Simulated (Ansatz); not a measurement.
Geometry optimisation, Ansatz 0.2.0, RKS PBE/def2-SVP.

Input:

```yaml
crystal:
  periodic: [false, false, false]
  atoms:
    - { symbol: Ga, position_ang: [0.058788, -0.211117, 0.147378] }
    - { symbol: "N", position_ang: [0.010113, -0.147295, 2.048175] }
    - { symbol: H, position_ang: [-0.834538, -0.399529, 2.568906] }
    - { symbol: H, position_ang: [0.847084, -0.321625, 2.609932] }
    - { symbol: H, position_ang: [1.486603, -0.140264, -0.495886] }
    - { symbol: H, position_ang: [-1.343969, -0.36364, -0.541662] }
    - { symbol: S, position_ang: [-0.400866, 3.151833, 0.848028] }
    - { symbol: H, position_ang: [-1.737776, 2.897736, 0.791393] }
    - { symbol: H, position_ang: [-0.199839, 2.074001, 1.704036] }
basis:
  gaussian: { orbitals: def2-SVP }
hamiltonian:
  xc: pbe
relax:
  f_tol: 0.03
  max_steps: 50
```

Run as:

```bash
$ ansatz run input.yaml --threads 2 --pin off --max-ram 3072MiB --backend cpu --events-out ev --progress --plain --runs-dir out
```

Question: Where does it end, and by what steps?

Answer: It converged. After 15 steps the energy has fallen by 1.307 eV; H9 moved furthest, 1.31 Å. Parted: S7–H9 (1.39 → 2.86 Å). Joined: Ga1–S7 (3.47 → 2.29 Å), N2–H9 (2.26 → 1.03 Å).

```tsv
step	energy less start (eV)	largest force component (eV/Å)	accepted
0	0.0000	0.857	yes
1	-0.0651	0.199	yes
2	-0.1074	0.507	yes
3	-0.0784	0.883	no
4	-0.1328	0.443	yes
5	-0.1556	0.924	yes
6	-0.2066	0.608	yes
7	-0.4908	1.332	yes
8	-0.8577	2.478	yes
9	-1.1118	1.448	yes
10	-1.1168	2.826	yes
11	-1.2797	0.307	yes
12	-1.2804	0.211	yes
13	-1.3026	0.266	yes
14	-1.3071	0.048	yes
15	-1.3075	0.013	yes
```

```xyz
9
Properties=species:S:1:pos:R:3
Ga -0.099 0.539 0.039
N -0.002 0.136 2.180
H -0.796 -0.392 2.565
H 0.866 -0.310 2.506
H 1.363 0.122 -0.393
H -1.415 -0.245 -0.358
S -0.317 2.803 0.289
H -1.678 2.792 0.289
H -0.037 1.094 2.564
```

Whether the end is a true minimum wasn't checked by a vibrational analysis.

The run took 23 s on 2 threads of Arm Neoverse V2, with other jobs on the host, peak memory 0.13 GiB.
